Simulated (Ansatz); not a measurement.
Stepwise reaction of `FC(F)(F)C1=CC(C(F)(F)F)=[O+][Al-]([F])([F])[O]1` with hydrogen chloride, as a gas-phase model of exchange steps in deposition or etching. ΔE in kJ/mol.

Computed with Ansatz on PBE0-D4/def2-TZVP structures; ΔE is electronic, products minus reactants. CCSD(T)/CBS is the MP2 limit (def2-TZVPP, def2-QZVPP) plus CCSD(T) − MP2 in def2-TZVPP, frozen cores. This one scheme is used for every species. DFT in def2-TZVPP. B3LYP here is the variant with VWN-RPA as its local correlation; programs differ in this.

| step | reaction | PBE-D4 | B3LYP-D4 | ωB97M-V | CCSD(T)/CBS |
| --- | --- | --- | --- | --- | --- |
| 1 | `FC(F)(F)C1=CC(C(F)(F)F)=[O+][Al-]([F])([F])[O]1` + HCl → `FC(F)(F)C1=CC(C(F)(F)F)=[O+][Al-]([F])([Cl])[O]1` + H–F | 21.2 | 27.0 | 24.5 | 22.9 |
| 2 | `FC(F)(F)C1=CC(C(F)(F)F)=[O+][Al-]([F])([Cl])[O]1` + HCl → `FC(F)(F)C1=CC(C(F)(F)F)=[O+][Al-]([Cl])([Cl])[O]1` + H–F | 17.3 | 21.9 | 19.7 | 16.3 |

Q: By hand: ΔE of the 2 steps together at CCSD(T)/CBS.

A: (22.9) + (16.3) = 39.2 kJ/mol, or 19.6 kJ/mol a step.

In ΔE each step is lower than the one before. All are uphill at CCSD(T)/CBS. PBE-D4 differs from CCSD(T)/CBS by -1.7 to 1.0 kJ/mol a step. Isolated molecules leave out the surface, adducts and barriers. Largest T1 diagnostic: 0.015.
